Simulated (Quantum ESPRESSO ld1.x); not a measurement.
Values are calculated unless marked as measured or tabulated.
Charge is removed step by step from the 6s down level of Pb, starting from [Xe] 4f14 5d10 6s(up 1, down 1) 6p2. Level of theory: scalar-relativistic Kohn-Sham, LDA (Slater exchange, Perdew-Zunger correlation), spin-polarised, spherical densities, point nucleus; open shells are filled with parallel spins first (ld1.x of Quantum ESPRESSO 7.5).

removed (e)  E - E(0) (eV)  eigenvalue (eV)  E minus straight line (eV)
0                    0.000          -11.800                       0.000
0.125                1.531          -12.717                      -0.421
0.25                 3.179          -13.657                      -0.726
0.375                4.946          -14.615                      -0.912
0.5                  6.833          -15.589                      -0.978
0.625                8.842          -16.577                      -0.921
0.75                10.976          -17.576                      -0.739
0.875               13.235          -18.583                      -0.433
1                   15.621          -19.593                       0.000

Removing the whole electron costs 15.621 eV by Delta-SCF, against 11.800 eV from minus the eigenvalue at the starting occupation. Slater's transition state (half an electron removed) gives 15.589 eV. Integrating minus the eigenvalue over the occupation (Janak's theorem) gives 15.625 eV. In this scalar-relativistic scheme the density is built from large components alone, so the theorem holds only approximately. The mean slope of the eigenvalue, de/dn, is 7.79 eV per electron.
